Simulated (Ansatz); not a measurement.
`NB(Cl)Br` + H–F → `NB(F)Cl` + HBr at 600 K and 1 bar (ligand exchange at a B–Br bond).

Gas-phase electronic energies from Ansatz, PBE0-D4/def2-TZVP geometries. CCSD(T)/CBS is the MP2 limit (def2-TZVPP, def2-QZVPP) plus CCSD(T) − MP2 in def2-TZVPP, frozen cores. This one scheme is used for every species. For Br outer-core shells are correlated without core-valence functions, which leaves a few kJ/mol of doubt a bond. Scalar relativity is left out up to krypton. One conformer a species, not always the lowest.

| species | CCSD(T)/CBS energy (Eh) | H − E (kJ/mol) | S (J/(mol·K)) |
| --- | --- | --- | --- |
| `NB(Cl)Br` | -3113.92934 | 129.4 | 370.9 |
| H–F | -100.39570 | 42.3 | 194.0 |
| `NB(F)Cl` | -640.42619 | 132.1 | 345.5 |
| HBr | -2573.91920 | 33.5 | 219.1 |

H − E and S are ideal-gas, rigid-rotor, harmonic terms from PBE0-D4/def2-TZVP, for one conformer and one mirror image of each species. 1 Eh = 2625.50 kJ/mol, R = 8.31446 J/(mol·K).

Question: By hand: ΔE, ΔH, ΔS and ΔG.

Answer: ΔE = (-640.42619) + (-2573.91920) − (-3113.92934) − (-100.39570) = -0.02035 Eh = -53.4 kJ/mol. Δ(H − E) = 132.1 + 33.5 − 129.4 − 42.3 = -6.1, so ΔH = -59.5 kJ/mol. ΔS = 345.5 + 219.1 − 370.9 − 194.0 = -0.3 J/(mol·K). ΔG = -59.5 − 600 × (-0.3)/1000 = -59.3 kJ/mol.

Question: By hand: the equilibrium constant, and the temperature at which ΔG would vanish if ΔH and ΔS stayed fixed.

Answer: log₁₀ K = −ΔG/(RT ln 10) = 5.2. ΔG = 0 at ΔH/ΔS = 198333 K, far beyond where these terms or the molecules hold.

The number of gas molecules stays the same, so ΔS is small and ΔH decides. A doubt of 5 kJ/mol in ΔE shifts log₁₀ K by 0.4 here. Other conformers and mirror images would add mixing entropy, several J/(mol·K) or more a flexible species. These are equilibria of isolated gas molecules and say nothing of rates. Largest T1 diagnostic: 0.011 (customary marks: 0.02 for closed shells, 0.045 for open ones).
